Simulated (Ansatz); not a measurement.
Level of theory: Ansatz (an electronic-structure program) with PBE0-D3(BJ)/def2-TZVP. No frequencies were computed at this level.

Ansatz 0.2 input:
```yaml
crystal:
  periodic: [false, false, false]
  atoms:
    - { symbol: Si, position_ang: [2.49263, 0.667966, -0.11063] }
    - { symbol: Si, position_ang: [0.995404, -0.95464, -0.135753] }
    - { symbol: C, position_ang: [-0.800088, -0.563206, -0.651561] }
    - { symbol: Si, position_ang: [-1.790807, 0.43044, 0.626211] }
    - { symbol: H, position_ang: [2.62745, 1.448106, -1.354299] }
    - { symbol: H, position_ang: [3.878967, 0.243234, 0.144848] }
    - { symbol: H, position_ang: [0.830639, -1.820467, 1.050167] }
    - { symbol: H, position_ang: [-0.786768, -0.014443, -1.594755] }
    - { symbol: H, position_ang: [-1.324925, -1.498782, -0.854304] }
    - { symbol: H, position_ang: [-3.171263, 0.619367, 0.169881] }
    - { symbol: H, position_ang: [-1.809695, -0.288778, 1.902183] }
    - { symbol: H, position_ang: [-1.141541, 1.731203, 0.808011] }
basis:
  gaussian: { orbitals: def2-tzvp }
hamiltonian:
  xc: pbe0
  dispersion: d3bj
relax:
  max_steps: 150
```

Output:

```
Functional definition: PBE0
1336 factors; their error is unknown
mean field evaluation 1: about -24782.6595 eV, gradient 4.8e1 eV
mean field evaluation 2: about -24777.3948 eV, gradient 6.0e1 eV
mean field evaluation 4: about -24787.9510 eV, gradient 6.7e0 eV
mean field evaluation 8: about -24788.1407 eV, gradient 4.4e-2 eV
mean field evaluation 16: about -24788.2366 eV, gradient 4.6e-5 eV
mean field -24788.23658104 eV, -910.9508922830 hartree, gradient 4.6e-5 eV, S^2 0.000000; 0 other end points of the search recorded, 0 dependent functions left out
reference -24788.23661947 eV, -910.9508936953 hartree; 28, 28 occupied and 162, 162 virtual orbitals, 1336 factors
relax step   1: F+E_penalty+E_count = -24788.53627448 eV  Δ(F+E_penalty+E_count) = +0.000e0 eV  max|allowed force component| = 8.651e-1 eV/Å  Δτ_max = 0.0000 Å  (27 SCF iters, accepted)
these checks for a lower state are left out or cut short: starts, cluster_reference, orbital_swaps, neighbouring_geometries, increment
1336 factors; their error is unknown
mean field -24788.34831970 eV, -910.9549986029 hartree, gradient 2.0e-5 eV, S^2 0.000000; 0 other end points of the search recorded, 0 dependent functions left out
reference -24788.34835875 eV, -910.9550000379 hartree; 28, 28 occupied and 162, 162 virtual orbitals, 1336 factors
relax step   2: F+E_penalty+E_count = -24788.64917853 eV  Δ(F+E_penalty+E_count) = -1.129e-1 eV  max|allowed force component| = 3.195e-1 eV/Å  Δτ_max = 0.1360 Å  (32 SCF iters, accepted)
these checks for a lower state are left out or cut short: starts, cluster_reference, orbital_swaps, neighbouring_geometries, increment
1336 factors; their error is unknown
mean field -24788.36900086 eV, -910.9557586216 hartree, gradient 1.4e-5 eV, S^2 0.000000; 0 other end points of the search recorded, 0 dependent functions left out
reference -24788.36904015 eV, -910.9557600656 hartree; 28, 28 occupied and 162, 162 virtual orbitals, 1336 factors
relax step   3: F+E_penalty+E_count = -24788.66983636 eV  Δ(F+E_penalty+E_count) = -2.066e-2 eV  max|allowed force component| = 1.163e-1 eV/Å  Δτ_max = 0.0336 Å  (32 SCF iters, accepted)
these checks for a lower state are left out or cut short: starts, cluster_reference, orbital_swaps, neighbouring_geometries, increment
1336 factors; their error is unknown
mean field evaluation 32: about -24788.2710 eV, gradient 1.7e0 eV
mean field -24788.37587943 eV, -910.9560114046 hartree, gradient 1.3e-5 eV, S^2 0.000000; 0 other end points of the search recorded, 0 dependent functions left out
reference -24788.37591903 eV, -910.9560128596 hartree; 28, 28 occupied and 162, 162 virtual orbitals, 1336 factors
relax step   4: F+E_penalty+E_count = -24788.67601063 eV  Δ(F+E_penalty+E_count) = -6.174e-3 eV  max|allowed force component| = 7.626e-2 eV/Å  Δτ_max = 0.0357 Å  (31 SCF iters, accepted)
these checks for a lower state are left out or cut short: starts, cluster_reference, orbital_swaps, neighbouring_geometries, increment
1336 factors; their error is unknown
mean field -24788.33706562 eV, -910.9545850230 hartree, gradient 7.5e-6 eV, S^2 0.000000; 0 other end points of the search recorded, 0 dependent functions left out
reference -24788.33710591 eV, -910.9545865037 hartree; 28, 28 occupied and 162, 162 virtual orbitals, 1336 factors
relax step   5: F+E_penalty+E_count = -24788.63309940 eV  Δ(F+E_penalty+E_count) = +4.291e-2 eV  max|allowed force component| = 5.553e-1 eV/Å  Δτ_max = 0.2000 Å  (32 SCF iters, rejected (line search))
these checks for a lower state are left out or cut short: starts, cluster_reference, orbital_swaps, neighbouring_geometries, increment
1336 factors; their error is unknown
mean field -24788.37896189 eV, -910.9561246825 hartree, gradient 1.3e-5 eV, S^2 0.000000; 0 other end points of the search recorded, 0 dependent functions left out
reference -24788.37900186 eV, -910.9561261517 hartree; 28, 28 occupied and 162, 162 virtual orbitals, 1336 factors
relax step   6: F+E_penalty+E_count = -24788.67829700 eV  Δ(F+E_penalty+E_count) = -2.286e-3 eV  max|allowed force component| = 2.279e-2 eV/Å  Δτ_max = 0.0369 Å  (30 SCF iters, accepted)
these checks for a lower state are left out or cut short: starts, cluster_reference, orbital_swaps, neighbouring_geometries, increment
1336 factors; their error is unknown
mean field -24788.38026056 eV, -910.9561724079 hartree, gradient 1.1e-5 eV, S^2 0.000000; 0 other end points of the search recorded, 0 dependent functions left out
reference -24788.38030052 eV, -910.9561738764 hartree; 28, 28 occupied and 162, 162 virtual orbitals, 1336 factors
relax step   7: F+E_penalty+E_count = -24788.67911359 eV  Δ(F+E_penalty+E_count) = -8.166e-4 eV  max|allowed force component| = 8.013e-2 eV/Å  Δτ_max = 0.0577 Å  (30 SCF iters, accepted)
these checks for a lower state are left out or cut short: starts, cluster_reference, orbital_swaps, neighbouring_geometries, increment
1336 factors; their error is unknown
mean field evaluation 64: about -24788.3807 eV, gradient 1.3e-3 eV
mean field -24788.38069064 eV, -910.9561882130 hartree, gradient 1.2e-5 eV, S^2 0.000000; 0 other end points of the search recorded, 0 dependent functions left out
reference -24788.38073063 eV, -910.9561896828 hartree; 28, 28 occupied and 162, 162 virtual orbitals, 1336 factors
relax step   8: F+E_penalty+E_count = -24788.67953399 eV  Δ(F+E_penalty+E_count) = -4.204e-4 eV  max|allowed force component| = 4.651e-2 eV/Å  Δτ_max = 0.0166 Å  (32 SCF iters, accepted)
these checks for a lower state are left out or cut short: starts, cluster_reference, orbital_swaps, neighbouring_geometries, increment
1336 factors; their error is unknown
mean field -24788.38071556 eV, -910.9561891291 hartree, gradient 2.7e-5 eV, S^2 0.000000; 0 other end points of the search recorded, 0 dependent functions left out
reference -24788.38075557 eV, -910.9561905991 hartree; 28, 28 occupied and 162, 162 virtual orbitals, 1336 factors
relax step   9: F+E_penalty+E_count = -24788.67981741 eV  Δ(F+E_penalty+E_count) = -2.834e-4 eV  max|allowed force component| = 1.346e-2 eV/Å  Δτ_max = 0.0325 Å  (30 SCF iters, accepted)
these checks for a lower state are left out or cut short: starts, cluster_reference, orbital_swaps, neighbouring_geometries, increment
1336 factors; their error is unknown
mean field -24788.38049345 eV, -910.9561809665 hartree, gradient 2.7e-5 eV, S^2 0.000000; 0 other end points of the search recorded, 0 dependent functions left out
reference -24788.38053342 eV, -910.9561824353 hartree; 28, 28 occupied and 162, 162 virtual orbitals, 1336 factors
relax step  10: F+E_penalty+E_count = -24788.67998737 eV  Δ(F+E_penalty+E_count) = -1.700e-4 eV  max|allowed force component| = 1.550e-2 eV/Å  Δτ_max = 0.0308 Å  (30 SCF iters, accepted)
these checks for a lower state are left out or cut short: starts, cluster_reference, orbital_swaps, neighbouring_geometries, increment
1336 factors; their error is unknown
mean field -24788.38023997 eV, -910.9561716512 hartree, gradient 2.7e-5 eV, S^2 0.000000; 0 other end points of the search recorded, 0 dependent functions left out
reference -24788.38027991 eV, -910.9561731191 hartree; 28, 28 occupied and 162, 162 virtual orbitals, 1336 factors
relax step  11: F+E_penalty+E_count = -24788.68013405 eV  Δ(F+E_penalty+E_count) = -1.467e-4 eV  max|allowed force component| = 1.620e-2 eV/Å  Δτ_max = 0.0282 Å  (30 SCF iters, accepted)
these checks for a lower state are left out or cut short: starts, cluster_reference, orbital_swaps, neighbouring_geometries, increment
1336 factors; their error is unknown
mean field -24788.37980364 eV, -910.9561556164 hartree, gradient 2.7e-5 eV, S^2 0.000000; 0 other end points of the search recorded, 0 dependent functions left out
reference -24788.37984355 eV, -910.9561570829 hartree; 28, 28 occupied and 162, 162 virtual orbitals, 1336 factors
relax step  12: F+E_penalty+E_count = -24788.68023765 eV  Δ(F+E_penalty+E_count) = -1.036e-4 eV  max|allowed force component| = 1.180e-2 eV/Å  Δτ_max = 0.0266 Å  (30 SCF iters, accepted)
these checks for a lower state are left out or cut short: starts, cluster_reference, orbital_swaps, neighbouring_geometries, increment
1336 factors; their error is unknown
mean field evaluation 96: about -24788.2839 eV, gradient 6.2e-4 eV
mean field -24788.37967368 eV, -910.9561508406 hartree, gradient 2.7e-5 eV, S^2 0.000000; 0 other end points of the search recorded, 0 dependent functions left out
reference -24788.37971357 eV, -910.9561523066 hartree; 28, 28 occupied and 162, 162 virtual orbitals, 1336 factors
relax step  13: F+E_penalty+E_count = -24788.68029896 eV  Δ(F+E_penalty+E_count) = -6.131e-5 eV  max|allowed force component| = 9.761e-3 eV/Å  Δτ_max = 0.0102 Å  (31 SCF iters, accepted)
these checks for a lower state are left out or cut short: starts, cluster_reference, orbital_swaps, neighbouring_geometries, increment
1336 factors; their error is unknown
mean field -24788.37952065 eV, -910.9561452168 hartree, gradient 2.7e-5 eV, S^2 0.000000; 0 other end points of the search recorded, 0 dependent functions left out
reference -24788.37956053 eV, -910.9561466824 hartree; 28, 28 occupied and 162, 162 virtual orbitals, 1336 factors
relax step  14: F+E_penalty+E_count = -24788.68036111 eV  Δ(F+E_penalty+E_count) = -6.215e-5 eV  max|allowed force component| = 5.535e-3 eV/Å  Δτ_max = 0.0191 Å  (32 SCF iters, accepted)
these checks for a lower state are left out or cut short: starts, cluster_reference, orbital_swaps, neighbouring_geometries, increment
1336 factors; their error is unknown
mean field -24788.37932630 eV, -910.9561380744 hartree, gradient 2.7e-5 eV, S^2 0.000000; 0 other end points of the search recorded, 0 dependent functions left out
reference -24788.37936614 eV, -910.9561395386 hartree; 28, 28 occupied and 162, 162 virtual orbitals, 1336 factors
relax step  15: F+E_penalty+E_count = -24788.68039301 eV  Δ(F+E_penalty+E_count) = -3.191e-5 eV  max|allowed force component| = 6.042e-3 eV/Å  Δτ_max = 0.0209 Å  (31 SCF iters, accepted)
these checks for a lower state are left out or cut short: starts, cluster_reference, orbital_swaps, neighbouring_geometries, increment
1336 factors; their error is unknown
mean field -24788.37925092 eV, -910.9561353045 hartree, gradient 2.7e-5 eV, S^2 0.000000; 0 other end points of the search recorded, 0 dependent functions left out
reference -24788.37929075 eV, -910.9561367680 hartree; 28, 28 occupied and 162, 162 virtual orbitals, 1336 factors
relax step  16: F+E_penalty+E_count = -24788.68039758 eV  Δ(F+E_penalty+E_count) = -4.567e-6 eV  max|allowed force component| = 4.122e-3 eV/Å  Δτ_max = 0.0165 Å  (31 SCF iters, accepted)
1336 factors; their error is unknown
mean field evaluation 128: about -24788.1581 eV, gradient 5.6e0 eV
mean field -24788.37925092 eV, -910.9561353045 hartree, gradient 3.0e-5 eV, S^2 0.000000; 1 other end points of the search recorded, 0 dependent functions left out
reference -24788.37929075 eV, -910.9561367680 hartree; 28, 28 occupied and 162, 162 virtual orbitals, 1336 factors
Total energy: -24788.68043740 eV, -910.9672037034 hartree
Atom 0 at     2.471097     0.576865    -0.111184 Å, force    -0.001267     0.003484    -0.000423 eV/Å
Atom 1 at     0.928953    -0.931924    -0.138323 Å, force     0.000519    -0.002215     0.003852 eV/Å
Atom 2 at    -0.826879    -0.584192    -0.672775 Å, force     0.001538     0.004122     0.002695 eV/Å
Atom 3 at    -1.741434     0.477431     0.581117 Å, force     0.001446    -0.000608    -0.004074 eV/Å
Atom 4 at     2.466344     1.623302    -1.164014 Å, force     0.001306    -0.002548     0.000585 eV/Å
Atom 5 at     3.838781     0.159239     0.282545 Å, force    -0.002643    -0.000612    -0.001061 eV/Å
Atom 6 at     0.997385    -2.001282     0.891267 Å, force     0.001256    -0.000306    -0.001840 eV/Å
Atom 7 at    -0.828729    -0.077645    -1.641345 Å, force    -0.001405     0.001243    -0.000908 eV/Å
Atom 8 at    -1.350602    -1.537546    -0.792886 Å, force    -0.000742    -0.001702     0.000040 eV/Å
Atom 9 at    -3.188281     0.575245     0.238424 Å, force    -0.000035    -0.000797     0.000331 eV/Å
Atom 10 at    -1.614879    -0.119391     1.936180 Å, force    -0.000123    -0.000300     0.000404 eV/Å
Atom 11 at    -1.151753     1.839897     0.590992 Å, force     0.000150     0.000240     0.000398 eV/Å
Dipole moment:    -0.194461    -0.104368    -0.146062 e Å
```

Cost: roughly 5 core-minutes.
